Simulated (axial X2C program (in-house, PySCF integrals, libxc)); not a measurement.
## Low determinants of InSi at the PBE0 level, two-component

All values were computed with an in-house all-electron X2C program for linear molecules (integrals from PySCF). Two-component (2c) means X2C with spin–orbit coupling and atomic mean-field two-electron Coulomb and Gaunt terms. Basis: In dyall-cv3z [11s12p9d4f1g], Si dyall-v3z [8s7p2d1f] (cores contracted in-house); Gaussian nuclei, density fitting, unrestricted open shells. Masses: In 114.904 u, Si 27.977 u.

Search at 2.580 Å (vertical energies from the lowest determinant):

| ΔE (eV) | state | electrons beyond evenly filled partner blocks | electrons in ±ω = 1/2, 3/2, 5/2, 7/2 |
| --- | --- | --- | --- |
| 0.00 | Ω = 3/2 | ω = 3/2 | 42 17 4 0 |
| 0.32 | Ω = 1/2 | 2 × ω = -1/2, ω = 3/2 | 42 17 4 0 |
| 0.77 | Ω = 1/2 | ω = 1/2 | 43 16 4 0 |
| 0.84 | Ω = 5/2 | 2 × ω = 1/2, ω = 3/2 | 42 17 4 0 |
| 0.90 | Ω = 1/2 | ω = 1/2 | 41 18 4 0 |
| 2.50 | Ω = 5/2 | ω = -1/2, 2 × ω = 3/2 | 41 18 4 0 |
| 2.71 | Ω = 7/2 | ω = 1/2, 2 × ω = 3/2 | 41 18 4 0 |

Lowest determinant, Ω = 3/2 (⟨Sz⟩ = 1.50, ⟨Lz⟩ = 0.00 at PBE0): Re = 2.609 Å, ωe = 260.2 cm⁻¹.

The determinant in row 2 of the search, Ω = 1/2 (⟨Sz⟩ = 0.50, ⟨Lz⟩ = 0.00 at PBE0), was followed along the bond at PBE0; measured from the minimum of the lowest determinant it gives:

Te = 0.326 eV (2631 cm⁻¹), Re = 2.593 Å, ωe = 266.9 cm⁻¹.

Q: Compare the bond of the determinant in row 2 with that of the lowest one.

A: At PBE0 its Re is 0.016 Å shorter and its force constant, which goes as ωe², is 1.05 times that of the lowest determinant. This determinant mixes spin states, so it has no term energy of its own.

The search compares states at one distance, so a state with another bond length can lie lower; it is not exhaustive and yields mostly the lowest determinant of each block pattern, so other components and higher states of one pattern are missing. These are energies of single determinants, not of spin-adapted states; PBE0 term energies can be off by some tenths of an eV, and the functional has no current term. The lowest determinant need not be the ground state where others lie within half an eV.
